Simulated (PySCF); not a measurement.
BLYP on S+ (sulfur, charge +1), [Ne] 3s2 3p2 4s1, high-spin 4P determinant (an excited configuration). Computed with PySCF 2.14 in aug-cc-pV(T+d)Z with one added diffuse shell each of s, p, d, f type (7s6p5d3f, 71 functions), with no relativity, point nucleus.

```
cycle= 7 E= -397.251196135229  delta_E= 9.23e-06  |g|= 0.0345  |ddm|= 0.00137
cycle= 8 E= -397.251274213349  delta_E= -7.81e-05  |g|= 0.033  |ddm|= 0.0115
cycle= 9 E= -397.251231509845  delta_E= 4.27e-05  |g|= 0.0338  |ddm|= 0.00374
cycle= 10 E= -397.251775553171  delta_E= -0.000544  |g|= 0.0225  |ddm|= 0.0587
cycle= 11 E= -397.261073265173  delta_E= -0.0093  |g|= 0.0218  |ddm|= 1.34
cycle= 12 E= -397.261252185764  delta_E= -0.000179  |g|= 0.0196  |ddm|= 0.0227
cycle= 13 E= -397.252165760537  delta_E= 0.00909  |g|= 0.0128  |ddm|= 1.34
cycle= 14 E= -397.252204022525  delta_E= -3.83e-05  |g|= 0.0108  |ddm|= 0.0258
cycle= 15 E= -397.252293695855  delta_E= -8.97e-05  |g|= 0.00113  |ddm|= 0.101
cycle= 16 E= -397.252295097833  delta_E= -1.4e-06  |g|= 0.000182  |ddm|= 0.0203
cycle= 17 E= -397.252295126606  delta_E= -2.88e-08  |g|= 6.4e-05  |ddm|= 0.00188
cycle= 18 E= -397.252295130523  delta_E= -3.92e-09  |g|= 6.95e-06  |ddm|= 0.000865
cycle= 19 E= -397.25229513057  delta_E= -4.7e-11  |g|= 3.67e-07  |ddm|= 9.34e-05
converged SCF energy = -397.25229513057  <S^2> = 3.7511392  2S+1 = 4.0005696
```

Highest occupied orbital energy: -7.106 eV; ⟨L²⟩ = 4.39; populations by l: s 6.60, p 8.00, d 0.40, f 0.00.

(1) Can this result be used?

Answers

(1) Not for this state. The calculation finished and met its thresholds. ⟨L²⟩ = 4.39 against 2 for a pure P term, so this real determinant mixes terms. The outer electron is Rydberg-like, and this basis confines it to a smaller radius and binds it less than a complete one would. The s, p, d and f populations moved away from the nominal configuration during the SCF.
